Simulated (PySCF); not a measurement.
An isoelectronic set: 70 electrons

CCSD(T) in PySCF with def2-SVP on every atom (core potentials on Rb, Sb, Te, Cs), for the lowest determinant that a PBE0 search found; no spin–orbit coupling. All have 70 electrons, 6 of them in the valence shells, and the same state, a triplet (π ↑↑). For ions De leads to the atom and ion picked by measured ionisation energies and electron affinities.

| species | difference of nuclear charges | Re (Å) | ωe (cm⁻¹) | k (mdyn/Å) | De (eV) | dissociates to |
| --- | --- | --- | --- | --- | --- | --- |
| KSb | 32 | 3.430 | 132 | 0.301 | 0.72 | K + Sb |
| RbSe⁺ | 3 | 3.665 | 71.4 | 0.124 | 0.35 | Rb⁺ + Se |
| KTe⁺ | 33 | 3.766 | 82.1 | 0.119 | 0.42 | K⁺ + Te |
| CsS⁺ | 39 | 3.772 | 85.3 | 0.110 | 0.31 | Cs⁺ + S |

(1) Which member of the whole set has the stiffest bond, and how does it compare with the softest?

Correlated steps freeze the inner cores (5 to 9 orbitals); shallow outer-core shells are correlated. Weak bonds: CsS⁺, KTe⁺, RbSe⁺. Basis-set superposition, not corrected here, can be much of De in a small basis, most of all at correlated wavefunction levels. Spin–orbit coupling is left out, which matters for elements this heavy, above all for dissociation energies. For an ion De counts to the pair picked by the measured ionisation energies or electron affinities, which need not be the lowest pair at this level. States were picked by a PBE0 search and need not be the measured ground states.

## Answers

(1) KSb with k = 0.301 mdyn/Å, 2.7 times that of CsS⁺.
